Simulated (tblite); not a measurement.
A geometry optimisation, step by step.

Compound: C3H10BNSi.
Numbering: `[BH2:1][C@H:2]1[CH2:3][NH:4][SiH2:5][CH2:6]1` (hydrogens: H7, H8 on B1; H9 on C2; H10, H11 on C3; H12 on N4; H13, H14 on Si5; H15, H16 on C6)

Computed with GFN2-xTB (tblite), gas phase: L-BFGS steps from a force-field or distance-geometry start until the largest atomic force falls under 0.01 eV/Å. 5 of its 87 geometries are shown.

Step 0: E = -473.2587 eV, largest atomic force 2.119 eV/Å
```
atom  x, y, z in Å  |  force x, y, z in eV/Å
B1     -2.126   -0.586   -0.327   -0.205   0.242  -0.065
C2     -0.571   -0.551   -0.029   -0.838  -1.262   0.057
C3      0.262   -0.130   -1.253   -0.400   0.154  -0.817
N4      1.639    0.171   -0.884    0.234  -1.164   1.498
Si5     1.525    0.807    0.791    1.856   0.512  -0.884
C6     -0.234    0.388    1.130   -0.919   0.186   0.681
H7     -2.740   -1.589   -0.231    0.108   0.233  -0.011
H8     -2.687    0.410   -0.651    0.210  -0.331   0.111
H9     -0.253   -1.590    0.265    0.126   0.797  -0.195
H10    -0.191    0.789   -1.707    0.410  -0.557   0.357
H11     0.228   -0.931   -2.029    0.062   0.515   0.397
H12     2.144   -0.750   -0.799   -0.443   1.245  -0.432
H13     1.730    2.265    0.805    0.088  -0.217  -0.095
H14     2.441    0.081    1.678    0.051   0.096  -0.035
H15    -0.342   -0.101    2.121   -0.378   0.331  -0.668
H16    -0.832    1.326    1.107    0.037  -0.780   0.103
```

Step 22: E = -473.6113 eV, largest atomic force 0.065 eV/Å
```
atom  x, y, z in Å  |  force x, y, z in eV/Å
B1     -2.159   -0.593   -0.314    0.013  -0.003  -0.013
C2     -0.617   -0.609   -0.024    0.011   0.001   0.064
C3      0.248   -0.152   -1.217    0.003   0.017  -0.030
N4      1.604    0.096   -0.760   -0.001   0.034   0.020
Si5     1.582    0.782    0.822   -0.040  -0.008   0.008
C6     -0.264    0.369    1.121    0.013   0.033   0.015
H7     -2.809   -1.558   -0.195   -0.024   0.006   0.038
H8     -2.665    0.404   -0.660    0.001   0.007  -0.011
H9     -0.245   -1.597    0.268    0.022  -0.015   0.005
H10    -0.153    0.790   -1.602   -0.010   0.042  -0.022
H11     0.234   -0.880   -2.028    0.019  -0.052   0.003
H12     2.264   -0.618   -1.016    0.025  -0.021  -0.047
H13     1.805    2.228    0.707   -0.003  -0.026   0.041
H14     2.522    0.152    1.752   -0.036  -0.004  -0.020
H15    -0.486   -0.079    2.090    0.010   0.012  -0.047
H16    -0.869    1.273    1.045   -0.003  -0.021  -0.004
```

Step 43: E = -473.7042 eV, largest atomic force 1.216 eV/Å
```
atom  x, y, z in Å  |  force x, y, z in eV/Å
B1     -2.141   -0.551   -0.203   -0.216  -0.080  -0.002
C2     -0.593   -0.665   -0.094   -0.017   0.041   0.067
C3      0.273   -0.240   -1.277    0.124  -0.107  -0.029
N4      1.574    0.093   -0.717    0.869   0.112  -0.726
Si5     1.543    0.694    0.879    0.116   0.043   0.160
C6     -0.331    0.374    1.029    0.101   0.045   0.077
H7     -2.836   -1.219    0.483    0.157   0.243  -0.182
H8     -2.592    0.254   -0.931   -0.072  -0.107   0.120
H9     -0.220   -1.626    0.273    0.035   0.050  -0.065
H10    -0.196    0.604   -1.812    0.213  -0.063   0.137
H11     0.382   -1.065   -1.986   -0.009  -0.024  -0.061
H12     2.389    0.125   -1.355   -1.070  -0.021   0.577
H13     1.922    2.109    1.071   -0.121  -0.142  -0.053
H14     2.343   -0.155    1.778   -0.054   0.052  -0.036
H15    -0.636   -0.018    1.995   -0.038   0.022   0.023
H16    -0.889    1.295    0.854   -0.019  -0.065  -0.006
```

Step 64: E = -473.7514 eV, largest atomic force 0.037 eV/Å
```
atom  x, y, z in Å  |  force x, y, z in eV/Å
B1     -2.143   -0.540   -0.218    0.000   0.017   0.010
C2     -0.593   -0.664   -0.089    0.008   0.002  -0.004
C3      0.292   -0.263   -1.266    0.002  -0.001   0.000
N4      1.598    0.056   -0.710    0.021   0.002  -0.030
Si5     1.552    0.674    0.885    0.004   0.005  -0.004
C6     -0.320    0.365    1.039    0.010  -0.004   0.011
H7     -2.835   -1.154    0.497   -0.010   0.000   0.003
H8     -2.614    0.237   -0.955    0.003  -0.005  -0.010
H9     -0.229   -1.629    0.274   -0.021  -0.011  -0.005
H10    -0.138    0.598   -1.795    0.012  -0.008   0.000
H11     0.385   -1.088   -1.980    0.004   0.003  -0.005
H12     2.325    0.209   -1.388   -0.026  -0.003   0.025
H13     1.872    2.097    1.043    0.004   0.012   0.007
H14     2.356   -0.155    1.788   -0.003   0.009  -0.009
H15    -0.641   -0.023    2.002    0.001  -0.006   0.019
H16    -0.875    1.288    0.862   -0.009  -0.013  -0.007
```

Step 86: E = -473.7530 eV, largest atomic force 0.009 eV/Å
```
atom  x, y, z in Å  |  force x, y, z in eV/Å
B1     -2.143   -0.516   -0.226   -0.004   0.000  -0.001
C2     -0.596   -0.672   -0.088   -0.002   0.001   0.000
C3      0.295   -0.274   -1.263    0.000   0.001   0.002
N4      1.599    0.049   -0.707   -0.002  -0.003   0.004
Si5     1.551    0.687    0.879   -0.003   0.001   0.000
C6     -0.314    0.341    1.054   -0.002  -0.001   0.001
H7     -2.856   -1.100    0.495    0.007  -0.001   0.003
H8     -2.592    0.252   -0.987   -0.001   0.007   0.003
H9     -0.254   -1.648    0.266    0.003  -0.001  -0.008
H10    -0.135    0.585   -1.796    0.004  -0.003  -0.005
H11     0.390   -1.100   -1.976    0.001   0.002   0.004
H12     2.322    0.210   -1.387    0.008  -0.001  -0.003
H13     1.840    2.120    1.028   -0.006  -0.003  -0.003
H14     2.387   -0.111    1.780   -0.004  -0.001  -0.003
H15    -0.612   -0.070    2.014    0.002   0.001   0.006
H16    -0.887    1.257    0.903   -0.004   0.000  -0.001
```

**Question.** Summarise the path.

**Answer.** The energy falls by 11.40 kcal/mol from step 0 to step 86; nine tenths of that is first reached at step 42. It rises by more than 0.2 meV at step 43. The largest force goes from 2.119 to 0.009 eV/Å. Among the bonds N4–Si5 changes most, from 1.795 to 1.711 Å; the atoms move by 0.414 Å rms after alignment.

**Question.** Follow the three bonds and two angles with the largest change from start to end.

**Answer.** 
```tsv
step	E above end (kcal/mol)	largest force (eV/Å)	N4–Si5 (Å)	Si5–C6 (Å)	N4–H12 (Å)	Si5–N4–H12 (°)	B1–C2–C6 (°)
0	11.40	2.119	1.795	1.840	1.055	105.4	111.9
4	5.23	0.463	1.728	1.908	1.007	111.5	112.5
7	4.32	0.299	1.740	1.896	1.011	115.9	112.5
11	3.64	0.140	1.729	1.922	1.007	120.4	111.0
15	3.42	0.084	1.728	1.911	1.007	120.4	111.3
19	3.32	0.059	1.726	1.914	1.006	120.5	111.0
22	3.27	0.065	1.725	1.915	1.005	121.6	110.8
26	3.21	0.078	1.724	1.908	1.006	122.8	110.7
30	3.08	0.129	1.718	1.912	1.005	125.6	109.3
34	2.79	0.659	1.720	1.905	0.996	129.2	106.2
37	2.30	0.994	1.708	1.903	1.029	129.5	104.6
41	1.25	0.267	1.710	1.906	1.001	127.3	102.4
45	0.57	0.259	1.706	1.906	1.009	127.0	101.1
49	0.19	0.109	1.707	1.905	1.002	127.4	100.3
52	0.11	0.080	1.708	1.905	1.006	127.5	99.8
56	0.09	0.035	1.709	1.903	1.005	127.4	99.7
60	0.06	0.033	1.710	1.904	1.005	126.3	100.0
64	0.04	0.037	1.711	1.904	1.006	126.3	100.5
67	0.03	0.026	1.711	1.904	1.005	126.0	100.4
71	0.03	0.015	1.711	1.904	1.006	126.0	100.5
75	0.02	0.028	1.711	1.904	1.006	126.0	100.5
79	0.01	0.034	1.711	1.904	1.005	125.8	100.5
82	0.01	0.035	1.711	1.904	1.006	125.9	100.5
86	0.00	0.009	1.711	1.904	1.006	126.0	100.4
```

What follows is the cost of the whole relaxation. Time: 0.82 s wall. Hardware: an Arm Neoverse N1 with one thread, no GPU, shared host.
